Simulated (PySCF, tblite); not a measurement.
Isomers of C7H5ClN2, one GFN2-xTB conformer each. Single-point energies are computed at PBE0/pcSseg-1 (PySCF, gas phase, no added dispersion term), electronic only.

```tsv
SMILES	GFN2-xTB relative energy (kJ/mol)
Clc1cccc2[nH]ncc12	0.0
Clc1n[nH]c2ccccc12	5.6
```

Task: What does PBE0/pcSseg-1 give for the same structures?

Result: 
```json
{"SMILES": "Clc1cccc2[nH]ncc12", "PBE0/pcSseg-1 E (Eh)": "-838.79330", "PBE0/pcSseg-1 (kJ/mol)": "0.0", "GFN2-xTB (kJ/mol)": "0.0", "point group": "Cs"}
{"SMILES": "Clc1n[nH]c2ccccc12", "PBE0/pcSseg-1 E (Eh)": "-838.79078", "PBE0/pcSseg-1 (kJ/mol)": "6.6", "GFN2-xTB (kJ/mol)": "5.6", "point group": "Cs"}
```

Both levels put the same isomer lowest. Neighbours under 10 kJ/mol apart (Clc1cccc2[nH]ncc12 and Clc1n[nH]c2ccccc12) can change places with a better method, another conformer or zero-point energy.

Task: Which frontier levels, dipoles and rotational constants go with these structures?

Result: 
```json
{"SMILES": "Clc1cccc2[nH]ncc12", "HOMO (eV, PBE0/pcSseg-1)": "-6.68", "LUMO (eV)": "-1.17", "dipole (D)": "2.96", "A, B, C (MHz)": "1870, 1119, 699.9"}
{"SMILES": "Clc1n[nH]c2ccccc12", "HOMO (eV, PBE0/pcSseg-1)": "-6.64", "LUMO (eV)": "-1.16", "dipole (D)": "3.25", "A, B, C (MHz)": "2441, 926.5, 671.6"}
```

Task: What happens when harmonic zero-point energies from GFN2-xTB frequencies are added?

Result: 
```tsv
SMILES	ZPE (kJ/mol)	electronic (kJ/mol)	with ZPE (kJ/mol)
Clc1cccc2[nH]ncc12	276.3	0.0	0.0
Clc1n[nH]c2ccccc12	276.0	6.6	6.3
```

The zero-point energies span 0.3 kJ/mol. The order is unchanged.
